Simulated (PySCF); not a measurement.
SMILES [SbH2] (H2Sb), doublet (PBE0/def2-SVP optimised geometry):

```
3

Sb    -0.859    -0.860     0.000
H      0.861    -0.860     0.000
H     -0.861     0.860     0.000
```

Computed with unrestricted PBE0/def2-TZVP, def2 effective core potentials past Kr (PySCF).

**Question.** What are the frontier orbital energies (α orbitals alone; a β orbital can be the lowest empty one) and the dipole moment?

**Answer.** HOMO-2 -9.56 eV, HOMO-1 -8.19 eV, HOMO -6.36 eV, LUMO -0.24 eV, LUMO+1 0.56 eV; dipole moment 0.30 D.

On the same geometry PySCF 2.14.0 with unrestricted PBE/def2-TZVP, def2 effective core potentials past Kr gives HOMO-2 -8.33 eV, HOMO-1 -7.12 eV, HOMO -5.32 eV, LUMO -1.01 eV, LUMO+1 -0.25 eV; dipole moment 0.35 D.
